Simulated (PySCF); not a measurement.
**Chromium: a sound run and one with changed settings**

Sound run: Cr [Ar] 3d5 4s1, Cr⁺ [Ar] 3d5. Calculation: PySCF 2.14, in x2c-TZVPall; the spin-free X2C one-electron Hamiltonian (Gaussian nucleus). The sound run starts from symmetry-adapted Hartree-Fock orbitals and uses a fine grid where one is needed.

Changed run: radial step 0.5 in ln r (0.13 in the sound run). This setting is unsound on purpose.

```csv
species,method,sound run (hartree),changed run (hartree),converged
Cr,UHF,-1049.64352,-1049.64352,yes
Cr,BP86,-1050.92986,-1050.93941,yes
Cr,PBE0,-1050.56321,-1050.57298,yes
Cr⁺,UHF,-1049.42242,-1049.42242,yes
Cr⁺,BP86,-1050.65198,-1050.66298,yes
Cr⁺,PBE0,-1050.30359,-1050.31387,yes
```

Ionisation energy of Cr:

```
method  sound run (eV)  changed run (eV)
   UHF           6.016             6.016
  BP86           7.561             7.522
  PBE0           7.065             7.051
```

A coarse radial grid mis-integrates the density and the exchange-correlation energy, with errors of either sign; Hartree-Fock needs no grid.

For comparison, NIST gives 6.767 eV between the lowest levels.
